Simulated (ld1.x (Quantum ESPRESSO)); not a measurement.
# What one change does to a pseudopotential (Mo (Z = 42), TM semilocal)

```json
{"Element": "molybdenum (Mo)", "Generator": "ld1.x (Quantum ESPRESSO) 7.5", "Type": "norm-conserving Troullier–Martins (semilocal form)", "Functional": "LDA (PZ)", "Relativity": "scalar-relativistic", "Frozen core": "[Kr]", "Valence charge": "6", "Reference configuration": "4d5 5s1 5p0", "Partial waves": "5s (bound): rc 3.25 bohr; 5p (bound, empty): rc 3.25 bohr; 4d (bound): rc 2.30 bohr", "Local potential": "the d channel", "Core correction": "none"}
```

Change: wave 5s (bound): rc 3.25 bohr becomes 5s (bound): rc 4.26 bohr.

Cutoffs: the cutoffs (Ry, on a coarse ladder) from which the occupation-weighted sum of valence levels, in a spherical-Bessel basis at the reference potential, stays within 10 and 1 mRy of its value at 400 Ry; they do not see the model core or the augmentation charge, which bear on the density cutoff. Errors are all-electron minus pseudo energies relative to the spin-unpolarised reference configuration.

Q: How do hardness, ghosts and transferability respond?

A: The potential gets neither clearly harder nor softer (35 Ry and 40 Ry → 35 Ry and 40 Ry); of the 9 tests that both files solve, the error grows in 3 and shrinks in 2 by more than 15 % and 0.3 meV (median size 19.1 → 70.9 meV); neither file shows a bound ghost. A semilocal file is local in each channel, so a ghost entry of none says nothing of the separable form that plane-wave codes build from it.

| quantity | base | changed |
| --- | --- | --- |
| cutoff, loose | 35 Ry | 35 Ry |
| cutoff, tight | 40 Ry | 40 Ry |
| bound ghosts | none | none |
| error for 4d5 5s0 5p0, meV [ΔE 7.19 eV] | +3.6 | -2.7 |
| error for 4d4 5s0 5p0, meV [ΔE 22.89 eV] | +19 | -71 |
| error for 4d3 5s0 5p0, meV [ΔE 49.85 eV] | -13 | -220 |
| error for 4d2 5s0 5p0, meV [ΔE 89.55 eV] | -29 | -380 |
| error for 4d4 5s1 5p1, meV [ΔE 3.76 eV] | -33 | -6.7 |
| error for 4d5.5 5s0.5 5p0, meV [ΔE 0.31 eV] | -5.6 | +5.2 |
| error for 4d6 5s0 5p0, meV [ΔE 0.82 eV] | -19 | +17 |
| error for 4d5 5s1 5p0 (spin-polarised), meV [ΔE -3.92 eV] | +3606 | +3647 |
| error for 4d5 5s0 5p0 (spin-polarised), meV [ΔE 3.80 eV] | +3680 | +3695 |
